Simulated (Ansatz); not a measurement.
Consider the hydrogenolysis of the Si–Cl bond: `O[Si](O)(Cl)[SiH](Cl)Cl` + H₂ → `O[SiH](O)[SiH](Cl)Cl` + HCl.

Calculated with Ansatz (gas phase, PBE0-D4/def2-TZVP geometries, no zero-point term in ΔE). CCSD(T)/CBS adds triple-zeta CCSD(T) − MP2 to the extrapolated MP2 energy (def2 sets, frozen cores). This one scheme is used for every species. DFT in def2-TZVPP. One conformer a species, not always the lowest.

Task: Is it downhill or uphill in electronic energy at CCSD(T)/CBS, and by how much? (Best estimate.)

Result: Ansatz gave: Uphill: ΔE = +93.8 kJ/mol.

Task: What do these levels give: PBE-D4, ωB97X-V, ωB97M-V, B2PLYP, PBE, r2SCAN, HF/def2-TZVPP, HF/def2-QZVPP, MP2/def2-QZVPP, SCS-MP2/def2-QZVPP, MP2/CBS(def2), CCSD/CBS(def2)? (An estimate is asked.)

Result: The calculation gave: PBE-D4 94.9, ωB97X-V 92.1, ωB97M-V 95.2, B2PLYP 88.6, PBE 87.1, r2SCAN 98.8, HF/def2-TZVPP 78.1, HF/def2-QZVPP 78.1, MP2/def2-QZVPP 101.9, SCS-MP2/def2-QZVPP 94.2, MP2/CBS(def2) 104.2, CCSD/CBS(def2) 89.7 kJ/mol.

Largest T1 diagnostic among the species: 0.011.

In def2-TZVPP, CCSD(T) changes the Hartree–Fock value by +10.3 kJ/mol (the triples alone add +4.1 kJ/mol) and MP2 by +20.6 kJ/mol. The D4 term adds +12.7 kJ/mol with B3LYP and +7.0 kJ/mol with PBE0; it sums over pairs of atoms, weighted by their polarisabilities, and B3LYP, whose exchange is more repulsive, gets the larger term.

B3LYP here is the variant with VWN-RPA as its local correlation; programs differ in this.
